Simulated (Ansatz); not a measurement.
Species: GaAsH4, charge 0, singlet. GaAsH4 (SMILES [GaH2][AsH2]).
B3LYP-D3(BJ)/def2-TZVP minimum from Ansatz (a first-principles code):
```
Ga
H 1 1.5722
H 1 1.5722 2 120.88
As 1 2.4333 2 119.45 3 174.65
H 4 1.5236 1 93.01 2 45.71
H 4 1.5236 5 93.68 1 -93.21
```

Wanted: atomisation energy (electronic, to ground-state atoms), in kJ/mol. Radicals and triplets start from unrestricted determinants; spin-orbit coupling is neglected. Correlated methods leave the cores frozen (noble-gas shells, and filled d and f shells in the p block). No relativity. CBS(X,Y): correlation extrapolated as X^-3, Hartree-Fock from the larger set (Q,5: extrapolated as (X+1)exp(-9√X)). A bracket is a step between two methods taken in the basis named. Where a partner has so few electrons that a lower coupled-cluster level is exact, that level stands in.

CCSD(T)/CBS(cc-pVQZ,cc-pV5Z) + [CCSDT(Q) - CCSD(T)]/cc-pVTZ + [CCSDTQ - CCSDT(Q)]/cc-pVDZ (Ansatz) gives 1329.3 kJ/mol.

Task: How far off this value is PBE/def2-TZVPD (Ansatz), in which direction, and how far these levels: r2SCAN/def2-TZVPD, B3LYP/def2-TZVPD, wB97M-V/def2-TZVPD, CCSD(T)/CBS(cc-pVQZ,cc-pV5Z)?

Result: PBE gives 1317.9 kJ/mol, 11.4 kJ/mol below it. Differences of the others: r2SCAN/def2-TZVPD (Ansatz) 17.8; B3LYP/def2-TZVPD (Ansatz) -2.2; wB97M-V/def2-TZVPD (Ansatz) 5.6; CCSD(T)/CBS(cc-pVQZ,cc-pV5Z) (Ansatz) -1.5 kJ/mol.
